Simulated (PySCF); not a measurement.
Job file and geometry (Å, from GFN2-xTB) of an NMR shielding run on `CC(C)PC1CCC1`, C7H15P, GIAO PBE0/pcSseg-1 NMR shielding, non-relativistic, gas phase in PySCF; density fitting, a coarse starting grid and PySCF grid level 2 are the driver's defaults:

```
{"job": {"kind": "nmr", "xc": "PBE0", "basis": "pcSseg-1"}, "charge": 0, "multiplicity": 1}
C     -2.792563    -1.035348     0.295684
C     -1.632149    -0.045589     0.322062
C     -2.139003     1.386426     0.183581
P     -0.452940    -0.440538    -1.086369
C      1.074773     0.394956    -0.437851
C      1.641362    -0.017638     0.935198
C      3.027887    -0.169285     0.294318
C      2.395542    -0.043657    -1.098533
H     -3.327311    -0.968454    -0.650183
H     -3.492818    -0.820285     1.101359
H     -2.435165    -2.056978     0.414363
H     -1.089277    -0.147467     1.269578
H     -2.825881     1.627013     0.993872
H     -2.664793     1.511420    -0.761693
H     -1.314418     2.096498     0.214099
H     -0.105042    -1.706241    -0.584402
H      0.926552     1.475742    -0.515107
H      1.559411     0.724809     1.727379
H      1.240920    -0.965258     1.295446
H      3.694112     0.657640     0.531661
H      3.543076    -1.106005     0.497612
H      2.853998     0.675717    -1.773806
H      2.308976    -1.000493    -1.612313
```

Question: What does the program print?

Answer: 
```
coarse grid: 18528 points
cycle   1  E = -616.4699039076  dE =  7.417e-01  |g| = 4.468e-01  |ddm| = 4.174e+00
cycle   2  E = -616.4541840668  dE =  1.572e-02  |g| = 5.214e-01  |ddm| = 8.766e-01
cycle   3  E = -616.5249894803  dE = -7.081e-02  |g| = 4.907e-02  |ddm| = 4.980e-01
cycle   4  E = -616.5254528182  dE = -4.633e-04  |g| = 2.375e-02  |ddm| = 8.176e-02
cycle   5  E = -616.5255850388  dE = -1.322e-04  |g| = 4.965e-03  |ddm| = 2.585e-02
cycle   6  E = -616.5255903492  dE = -5.310e-06  |g| = 1.617e-03  |ddm| = 6.461e-03
final grid: 170968 points
cycle   7  E = -616.5774172333  dE = -5.916e-05  |g| = 1.118e-02  |ddm| = 4.125e-02
cycle   8  E = -616.5773981376  dE =  1.910e-05  |g| = 1.421e-02  |ddm| = 2.218e-02
cycle   9  E = -616.5774494547  dE = -5.132e-05  |g| = 7.162e-04  |ddm| = 1.310e-02
cycle  10  E = -616.5774495657  dE = -1.110e-07  |g| = 2.840e-04  |ddm| = 1.060e-03
cycle  11  E = -616.5774495848  dE = -1.909e-08  |g| = 5.176e-05  |ddm| = 2.764e-04
cycle  12  E = -616.5774495854  dE = -5.739e-10  |g| = 1.924e-05  |ddm| = 7.284e-05
converged SCF energy = -616.5774495854

GIAO shielding tensors (ppm)
atom      isotropic    diamagn.    paramagn.     s11        s22        s33       span
  0 C      162.777     246.702     -83.924    144.088    155.674    188.570     44.482
  1 C      161.110     252.120     -91.010    152.617    164.291    166.423     13.806
  2 C      164.786     248.802     -84.016    151.375    156.561    186.420     35.045
  3 P      343.537     968.672    -625.136    304.855    328.992    396.763     91.907
  4 C      157.767     251.517     -93.749    138.311    164.282    170.709     32.398
  5 C      152.120     248.055     -95.935    126.605    150.087    179.668     53.064
  6 C      168.279     253.732     -85.453    157.398    166.712    180.725     23.327
  7 C      160.286     250.660     -90.374    146.333    152.764    181.760     35.427
  8 H       30.710      29.936       0.775     27.058     28.645     36.428      9.369
  9 H       30.407      29.136       1.271     25.951     27.474     37.794     11.843
 10 H       30.600      30.313       0.288     25.384     29.032     37.385     12.001
 11 H       29.734      35.670      -5.936     25.841     29.515     33.847      8.006
 12 H       30.539      30.403       0.136     26.232     27.544     37.840     11.608
 13 H       30.915      31.016      -0.101     27.531     28.486     36.729      9.198
 14 H       30.547      32.547      -2.000     24.571     30.672     36.399     11.828
 15 H       28.831      33.348      -4.518     24.571     29.219     32.702      8.131
 16 H       29.290      34.100      -4.810     25.390     30.252     32.229      6.839
 17 H       29.076      32.038      -2.962     25.089     27.910     34.229      9.140
 18 H       29.806      32.859      -3.053     26.133     30.528     32.756      6.623
 19 H       29.584      30.056      -0.472     26.381     26.837     35.535      9.154
 20 H       29.701      29.630       0.071     25.748     26.570     36.785     11.037
 21 H       29.460      30.265      -0.805     25.943     26.555     35.883      9.940
 22 H       29.866      31.433      -1.568     26.229     29.279     34.089      7.859
```

Size and cost of the density-fitted run: 218 basis functions, of the order of 100 core-seconds.
